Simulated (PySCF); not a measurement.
SMILES O=C([CH]C)C, doublet (CAM-B3LYP/def2-SVP optimised geometry):

```
12

C     -0.572    -0.537    -3.765
C     -0.095     0.107    -2.521
C     -0.459    -0.397    -1.214
C      0.077     0.332     0.000
O     -1.178    -1.384    -1.096
H     -1.201    -1.403    -3.523
H      0.275    -0.867    -4.392
H     -1.152     0.170    -4.383
H      0.549     0.990    -2.583
H     -0.249     1.384     0.000
H     -0.287    -0.163     0.908
H      1.178     0.332     0.000
```

Computed with unrestricted CAM-B3LYP/def2-TZVP (PySCF).

What are the frontier orbital energies (α orbitals alone; a β orbital can be the lowest empty one) and the dipole moment?

HOMO-2 -11.91 eV, HOMO-1 -8.87 eV, HOMO -8.16 eV, LUMO 1.68 eV, LUMO+1 1.95 eV; dipole moment 3.09 D.

On the same geometry unrestricted PBE/def2-TZVP run with PySCF gives HOMO-2 -8.83 eV, HOMO-1 -5.69 eV, HOMO -5.55 eV, LUMO -0.56 eV, LUMO+1 0.44 eV; dipole moment 2.91 D.

Meta-Löwdin charges at CAM-B3LYP/def2-TZVP: C1 -0.34, C2 -0.08, C3 0.34, C4 -0.37, O5 -0.44, H6 0.14, H7 0.13, H8 0.13, H9 0.12, H10 0.12, H11 0.13, H12 0.12.
